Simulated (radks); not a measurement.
Values are calculated unless marked as measured or tabulated.
All-electron atom: Sb I in [Kr] 4d10 5s2 5p(up 2.625, down 0.375) (fractional occupations, a model configuration).

Level of theory: scalar-relativistic Kohn-Sham, PBE, spin-polarised, spherical densities, finite nucleus; Fermi nuclear charge, rms radius 4.6802 fm (a radial shooting solver on a logarithmic mesh with Libxc functionals).

Energy parts (eV):
part                       energy
total                 -176365.109
kinetic                184447.820
electron-nucleus      -426545.109
Hartree                 70361.834
exchange-correlation    -4629.654

Orbitals (lengths in bohr, moments of r in powers of bohr; <r^-3> diverges for s and p1/2; r(max) is where P^2 peaks):
orbital   occ.  eigenvalue (eV)   r(max)   <1/r>  <r^-3>
1s up        1        -30303.56  0.01835   54.32       -
1s down      1        -30303.51  0.01835   54.32       -
2s up        1        -4611.236   0.1037   12.41       -
2s down      1        -4611.220   0.1037   12.41       -
2p up        3        -4139.850  0.08305   11.92    5036
2p down      3        -4139.816  0.08305   11.92    5036
3s up        1        -903.9300   0.2999   4.423       -
3s down      1        -903.8920   0.2999   4.423       -
3p up        3        -750.2509   0.2934   4.209   942.7
3p down      3        -750.2074   0.2934   4.209   942.7
3d up        5        -515.7192   0.2443   3.976   129.8
3d down      5        -515.6787   0.2443   3.976   129.8
4s up        1        -148.7050   0.7227   1.758       -
4s down      1        -148.6123   0.7228   1.758       -
4p up        3        -101.6708   0.7624   1.600   174.5
4p down      3        -101.5728   0.7625   1.601   174.5
4d up        5         -33.4425   0.8471   1.291   16.90
4d down      5         -33.2411   0.8468   1.296   17.01
5s up        1         -13.3339    1.909  0.5780       -
5s down      1         -11.9622    1.882  0.5853       -
5p up    2.625          -5.3649    2.348  0.4434   12.35
5p down  0.375          -3.9269    2.333  0.4361   12.14

The highest occupied level is 5p down at -3.927 eV. Summed over all electrons, <r^2> = 61.69 bohr^2, which gives a Langevin (diamagnetic) susceptibility term of -48.9 x 10^-6 cm^3/mol. The spin density at the nucleus is -1.973 e/bohr^3 (1s -0.191, 2s 0.063, 3s 0.035, 4s 0.131, 5s -2.012). The density falls to 0.001 e/bohr^3 at r = 4.68 bohr.
